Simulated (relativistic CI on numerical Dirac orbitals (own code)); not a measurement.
# Calculated levels, W XLVIII

Calculated at this level of theory: Dirac-Coulomb-Breit CI, KLI orbitals optimised for each configuration, model QED (radiative potential, 1s self-energy scaled to tabulated hydrogen-like ionisation energies), unscaled Slater integrals (own radial code, finite nucleus).

Configuration list (outside the closed core [Ne]): 3s2.3p6.3d9, 3s2.3p5.3d10, 3s.3p6.3d10, 3s2.3p6.3d8.4s, 3s2.3p6.3d8.4p, 3s2.3p4.3d10.4s, 3s2.3p6.3d8.4d, 3s2.3p4.3d10.4p, 3s2.3p5.3d9.4s, 3s2.3p6.3d8.4f, 3s2.3p4.3d10.4d, 3s.3p5.3d10.4s, 3s2.3p5.3d9.4p, 3s.3p5.3d10.4p, 3s2.3p6.3d7.4s2, 3s2.3p5.3d9.4d, 3s.3p6.3d9.4s, 3s.3p5.3d10.4d, 3s2.3p6.3d7.4s.4p, 3p6.3d10.4s, 3s2.3p5.3d9.4f, 3s2.3p6.3d8.5s, 3s2.3p6.3d7.4p2, 3s2.3p6.3d7.4s.4d, 3s.3p6.3d9.4p, 3s2.3p6.3d8.5p, 3p6.3d10.4p, 3s2.3p5.3d8.4s2, 3s2.3p6.3d8.5d, 3s2.3p6.3d7.4p.4d, 3p6.3d10.4d, 3s2.3p6.3d8.5f, 3s.3p6.3d9.4d, 3s2.3p6.3d8.5g, 3s2.3p5.3d8.4s.4p, 3s2.3p6.3d7.4d2. Levels of other configurations are missing.

The lowest level is 3s2.3p6.3d9 2D_5/2, with 100 % of that term; Hund's rules for 3s2.3p6.3d9 give 2D with J = 5/2, in agreement.

```csv
No.,Configuration,Term,J,E (Ry),%,Next component (%),Lifetime (s)
1,3s2.3p6.3d9,2D,5/2,0.000,100,,
2,3s2.3p6.3d9,2D,3/2,4.904,100,,4.01e-07
3,3s2.3p5.3d10,2P°,3/2,33.110,100,,5.96e-13
4,3s2.3p5.3d10,2P°,1/2,55.821,100,,1.67e-13
5,3s.3p6.3d10,2S,1/2,73.289,100,,2.30e-13
6,3s2.3p6.3d8.4s,4F,9/2,118.137,87,13 2G,1.33e-09
7,3s2.3p6.3d8.4s,2F,7/2,118.361,62,24 4F,8.75e-11
8,3s2.3p6.3d8.4s,2D,5/2,118.853,48,43 4P,2.23e-10
9,3s2.3p6.3d8.4s,2D,3/2,118.958,50,32 2P,8.15e-11
10,3s2.3p6.3d8.4s,2S,1/2,120.326,48,36 4P,5.20e-11
11,3s2.3p6.3d8.4s,4F,7/2,122.982,74,26 2F,2.20e-10
12,3s2.3p6.3d8.4s,4F,5/2,123.036,64,35 2F,1.68e-10
13,3s2.3p6.3d8.4s,4P,5/2,123.679,49,25 2F,1.82e-10
14,3s2.3p6.3d8.4s,4P,3/2,123.731,30,29 4F,1.52e-10
15,3s2.3p6.3d8.4s,4P,3/2,124.060,61,35 2P,1.37e-10
16,3s2.3p6.3d8.4s,2G,9/2,124.098,87,13 4F,1.85e-10
17,3s2.3p6.3d8.4s,2G,7/2,124.142,86,12 2F,1.39e-10
18,3s2.3p6.3d8.4s,2P,1/2,124.207,67,32 4P,7.09e-11
19,3s2.3p6.3d8.4p,4D°,7/2,125.166,49,23 2F°,1.47e-11
20,3s2.3p6.3d8.4p,2G°,9/2,125.290,41,27 4G°,2.32e-11
21,3s2.3p6.3d8.4p,2D°,3/2,125.851,31,30 2P°,2.27e-11
22,3s2.3p6.3d8.4p,2F°,5/2,125.913,40,29 2D°,2.27e-11
23,3s2.3p6.3d8.4p,2P°,1/2,127.308,61,28 4D°,1.04e-11
24,3s2.3p6.3d8.4s,4F,3/2,128.253,58,34 2D,2.61e-10
25,3s2.3p6.3d8.4s,2F,5/2,128.341,36,33 2D,1.19e-10
26,3s2.3p6.3d8.4p,4G°,7/2,130.021,56,19 2G°,1.53e-12
27,3s2.3p6.3d8.4p,4F°,5/2,130.056,39,31 4D°,3.46e-13
28,3s2.3p6.3d8.4s,2S,1/2,130.099,51,31 4P,6.20e-11
29,3s2.3p6.3d8.4p,2D°,3/2,130.679,24,24 4D°,8.17e-13
30,3s2.3p6.3d8.4p,2D°,5/2,130.795,25,23 2F°,2.53e-13
```

Energies count from the lowest computed level; ° marks odd parity; lifetimes are radiative, by E1, M1, E2, M2 decay to levels of this space only.

The mean weight of the leading LS term, summed over parents, in these 30 levels is 61 %, and that of the leading jj configuration (from the same eigenvectors) 99 %, so jj coupling describes them better and the LS labels are nominal.

At this charge energies of transitions that change n are usually good to better than 1 %, and those within a shell (Δn = 0) to a few per cent.

LS names give the leading component of a level, which can be under half, so a name can repeat, a term be missing and a line seem to break the LS rules.
